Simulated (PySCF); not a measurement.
Isomers of C4H13NOSi3.

All values: PBE0/pcSseg-1 (PySCF) at GFN2-xTB geometries, gas phase, one conformer each.

Task: Rank by HOMO–LUMO gap, highest first.
A. `[CH2:1]=[C:2]([CH:3]=[O:4])[Si@:5]([NH2:6])([SiH3:7])[SiH2:8][CH3:9]` with C1–C2–C3–O4 177°, C1–C2–Si5–N6 -5°, C2–Si5–N6–H 61° and -165°, C2–Si5–Si8–C9 98°
B. `[NH2:1][C:2](=[O:3])[Si@@H:4]1[CH2:5][C@H:6]([CH2:7][SiH3:8])[SiH2:9]1` with H–N1–C2–O3 176° and 3°, N1–C2–Si4–C5 24°, C5–C6–C7–Si8 59°, C2–Si4–C5–C6 -137°, Si4–C5–C6–C7 147°, C5–C6–Si9–Si4 -16°, C2–Si4–Si9–C6 126°
C. `[CH:1]#[C:2][Si@@H:3]([NH2:4])[Si@:5]([CH3:6])([OH:7])[SiH2:8][CH3:9]` with C2–Si3–N4–H 73° and -63°, C2–Si3–Si5–C6 -7°, Si3–Si5–O7–H -60°, Si3–Si5–Si8–C9 -48°
D. `[O:1]=[C:2]([SiH2:3][N:4]([SiH3:5])[SiH3:6])[CH:7]1[CH2:8][CH2:9]1` with O1–C2–Si3–N4 -6°, C2–Si3–N4–Si5 5°, O1–C2–C7–C8 -153°

Result: C (6.37 eV), B (6.16 eV), D (5.79 eV), A (4.80 eV).

Task: Rank by the lowest IAO charge on any atom, highest value first.
A. `[O:1]=[C:2]([SiH2:3][N:4]([SiH3:5])[SiH3:6])[CH:7]1[CH2:8][CH2:9]1` with O1–C2–Si3–N4 -6°, C2–Si3–N4–Si5 5°, O1–C2–C7–C8 -153°
B. `[CH2:1]=[C:2]([CH:3]=[O:4])[Si@@H:5]([NH:6][SiH3:7])[SiH2:8][CH3:9]` with C1–C2–C3–O4 -166°, C1–C2–Si5–N6 -2°, C2–Si5–N6–Si7 -165°, C2–Si5–Si8–C9 105°
C. `[NH2:1][C:2](=[O:3])[Si@@H:4]1[CH2:5][C@H:6]([CH2:7][SiH3:8])[SiH2:9]1` with H–N1–C2–O3 176° and 3°, N1–C2–Si4–C5 24°, C5–C6–C7–Si8 59°, C2–Si4–C5–C6 -137°, Si4–C5–C6–C7 147°, C5–C6–Si9–Si4 -16°, C2–Si4–Si9–C6 126°
D. `[CH:1]#[C:2][Si@@H:3]([NH2:4])[Si@:5]([CH3:6])([OH:7])[SiH2:8][CH3:9]` with C2–Si3–N4–H 73° and -63°, C2–Si3–Si5–C6 -7°, Si3–Si5–O7–H -60°, Si3–Si5–Si8–C9 -48°

Result: C (-0.534 e), D (-0.828 e), B (-0.935 e), A (-1.029 e).

Task: Rank by the highest IAO charge on any atom, highest value first.
A. `[CH:1]#[C:2][Si@@H:3]([NH2:4])[Si@:5]([CH3:6])([OH:7])[SiH2:8][CH3:9]` with C2–Si3–N4–H 73° and -63°, C2–Si3–Si5–C6 -7°, Si3–Si5–O7–H -60°, Si3–Si5–Si8–C9 -48°
B. `[O:1]=[C:2]([SiH2:3][N:4]([SiH3:5])[SiH3:6])[CH:7]1[CH2:8][CH2:9]1` with O1–C2–Si3–N4 -6°, C2–Si3–N4–Si5 5°, O1–C2–C7–C8 -153°
C. `[NH2:1][C:2](=[O:3])[Si@@H:4]1[CH2:5][C@H:6]([CH2:7][SiH3:8])[SiH2:9]1` with H–N1–C2–O3 176° and 3°, N1–C2–Si4–C5 24°, C5–C6–C7–Si8 59°, C2–Si4–C5–C6 -137°, Si4–C5–C6–C7 147°, C5–C6–Si9–Si4 -16°, C2–Si4–Si9–C6 126°
D. `[CH2:1]=[C:2]([CH:3]=[O:4])[Si@:5]([NH2:6])([SiH3:7])[SiH2:8][CH3:9]` with C1–C2–C3–O4 177°, C1–C2–Si5–N6 -5°, C2–Si5–N6–H 61° and -165°, C2–Si5–Si8–C9 98°

Result: B (+0.815 e), A (+0.744 e), D (+0.611 e), C (+0.590 e).

All values together:

| SMILES | μ (D) | HOMO (eV) | LUMO (eV) | lowest IAO charge (e) | highest IAO charge (e) | lowest Hirshfeld charge (e) | highest Hirshfeld charge (e) |
| --- | --- | --- | --- | --- | --- | --- | --- |
| O=C([SiH2]N([SiH3])[SiH3])C1CC1 | 3.84 | -7.24 | -1.45 | -1.029 (N) | +0.815 (Si) | -0.347 (N) | +0.349 (Si) |
| NC(=O)[Si@@H]1C[C@H](C[SiH3])[SiH2]1 | 3.38 | -6.78 | -0.62 | -0.534 (C) | +0.590 (Si) | -0.292 (O) | +0.310 (Si) |
| C=C(C=O)[Si@](N)([SiH3])[SiH2]C | 3.08 | -6.85 | -2.05 | -0.833 (N) | +0.611 (Si) | -0.319 (N) | +0.238 (Si) |
| C=C(C=O)[Si@@H](N[SiH3])[SiH2]C | 2.97 | -6.93 | -2.10 | -0.935 (N) | +0.751 (Si) | -0.332 (N) | +0.349 (Si) |
| C#C[Si@@H](N)[Si@](C)(O)[SiH2]C | 1.29 | -7.19 | -0.82 | -0.828 (N) | +0.744 (Si) | -0.317 (N) | +0.305 (Si) |

Conformers: `[O:1]=[C:2]([SiH2:3][N:4]([SiH3:5])[SiH3:6])[CH:7]1[CH2:8][CH2:9]1` with O1–C2–Si3–N4 -6°, C2–Si3–N4–Si5 5°, O1–C2–C7–C8 -153°; `[NH2:1][C:2](=[O:3])[Si@@H:4]1[CH2:5][C@H:6]([CH2:7][SiH3:8])[SiH2:9]1` with H–N1–C2–O3 176° and 3°, N1–C2–Si4–C5 24°, C5–C6–C7–Si8 59°, C2–Si4–C5–C6 -137°, Si4–C5–C6–C7 147°, C5–C6–Si9–Si4 -16°, C2–Si4–Si9–C6 126°; `[CH2:1]=[C:2]([CH:3]=[O:4])[Si@:5]([NH2:6])([SiH3:7])[SiH2:8][CH3:9]` with C1–C2–C3–O4 177°, C1–C2–Si5–N6 -5°, C2–Si5–N6–H 61° and -165°, C2–Si5–Si8–C9 98°; `[CH2:1]=[C:2]([CH:3]=[O:4])[Si@@H:5]([NH:6][SiH3:7])[SiH2:8][CH3:9]` with C1–C2–C3–O4 -166°, C1–C2–Si5–N6 -2°, C2–Si5–N6–Si7 -165°, C2–Si5–Si8–C9 105°; `[CH:1]#[C:2][Si@@H:3]([NH2:4])[Si@:5]([CH3:6])([OH:7])[SiH2:8][CH3:9]` with C2–Si3–N4–H 73° and -63°, C2–Si3–Si5–C6 -7°, Si3–Si5–O7–H -60°, Si3–Si5–Si8–C9 -48°.
